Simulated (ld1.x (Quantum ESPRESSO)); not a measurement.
# Before and after: PAW potential for H

hydrogen, PAW, made with ld1.x (Quantum ESPRESSO) 7.5 (PBE, non-relativistic). Core none, reference 1s1. Waves: 1s (bound): rcut 0.90, rcutus 1.05 bohr; 1s channel at 2.55 Ry: rcut 0.90, rcutus 1.05 bohr; 2p channel at -0.1 Ry: rcut 0.90, rcutus 1.10 bohr. Local part: all-electron potential smoothed inside 0.80 bohr (lloc = -1). Core correction: none. Augmentation charge: BESSEL, radius 0.65 bohr.

All-electron outer shells of the reference configuration (PBE, non-relativistic, ld1.x):

```json
{"shell": "1s", "level (eV)": "-6.49", "outermost node (bohr)": "–", "outermost maximum (bohr)": "1.03"}
```

Change: type TM; waves now 2p channel at -0.1 Ry: rc 1.10 bohr; 1s (bound): rc 1.05 bohr; local potential the s channel.

Cutoffs: the cutoffs (Ry, on a coarse ladder) from which the occupation-weighted sum of valence levels, in a spherical-Bessel basis at the reference potential, stays within 10 and 1 mRy of its value at 400 Ry; they do not see the model core or the augmentation charge, which bear on the density cutoff. Errors are all-electron minus pseudo energies relative to the spin-unpolarised reference configuration.

Q: What does the change do?

A: The potential gets harder (18 Ry and 35 Ry → 25 Ry and 45 Ry); neither file shows a bound ghost. Several settings change at once here, so the effects cannot be laid on one of them.

```tsv
quantity	base	changed
cutoff, loose	18 Ry	25 Ry
cutoff, tight	35 Ry	45 Ry
bound ghosts	none	none
error for 1s0.5, meV [ΔE 4.76 eV]	0.0	+0.7
s: phases at 1.20 bohr within 0.05 rad from the reference energy up to (Ry; the scan ends near 5)	to the end of the scan	to the end of the scan
p: phases at 1.20 bohr within 0.05 rad from the reference energy up to (Ry; the scan ends near 5)	to the end of the scan	to the end of the scan
```
